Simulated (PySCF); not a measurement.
A structure optimised at PBE-D3(BJ)/def2-SVP, used in a PySCF frequency run:

```
Hf
Cl 1 2.3377
Cl 1 2.3450 2 112.88
Cl 1 2.3450 2 112.88 3 -123.69
S 1 2.4270 2 105.37 3 118.16
H 5 1.3679 1 91.39 2 180.00
```

Write its SMILES, formula and point group.

[SH][Hf]([Cl])([Cl])[Cl], Cl₃HHfS, Cs

What are its rotational constants (standard atomic weights)?

1.0052, 0.96622, 0.94499 GHz
